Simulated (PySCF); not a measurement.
Isomers of C8H11ClSi, one GFN2-xTB conformer each. Single-point energies are computed at PBE0/pcSseg-1 (PySCF, gas phase, no added dispersion term), electronic only.

| SMILES | GFN2-xTB relative energy (kJ/mol) |
| --- | --- |
| C[Si](C)(Cl)c1ccccc1 | 0.0 |
| CC#C[C@@H]1C=CCC[Si@@H]1Cl | 143.3 |

Conformers: `[CH3:1][Si:2]([CH3:3])([Cl:4])[c:5]1[cH:6][cH:7][cH:8][cH:9][cH:10]1` with C1–Si2–C5–C6 -123°; `[CH3:1][C:2]#[C:3][C@@H:4]1[CH:5]=[CH:6][CH2:7][CH2:8][Si@@H:9]1[Cl:10]` with C3–C4–C5–C6 -173°, C5–C6–C7–C8 57°, C6–C7–C8–Si9 -55°, C7–C8–Si9–Cl10 129°.

What does PBE0/pcSseg-1 give for the same structures?

| SMILES | PBE0/pcSseg-1 E (Eh) | PBE0/pcSseg-1 (kJ/mol) | GFN2-xTB (kJ/mol) | point group |
| --- | --- | --- | --- | --- |
| C[Si](C)(Cl)c1ccccc1 | -1060.53360 | 0.0 | 0.0 | C1 |
| CC#C[C@@H]1C=CCC[Si@@H]1Cl | -1060.42654 | 281.1 | 143.3 | C1 |

Both levels put the same isomer lowest. As drawn, the lower has an aromatic ring, which the higher lacks; the higher has a C≡C bond and a C=C bond outside aromatic rings, which the lower lacks.

Which frontier levels, dipoles and rotational constants go with these structures?

```json
{"SMILES": "C[Si](C)(Cl)c1ccccc1", "HOMO (eV, PBE0/pcSseg-1)": "-7.46", "LUMO (eV)": "-0.70", "dipole (D)": "2.12", "A, B, C (MHz)": "1652, 610.9, 560.4"}
{"SMILES": "CC#C[C@@H]1C=CCC[Si@@H]1Cl", "HOMO (eV, PBE0/pcSseg-1)": "-6.74", "LUMO (eV)": "0.17", "dipole (D)": "1.44", "A, B, C (MHz)": "1362, 696.9, 517.3"}
```
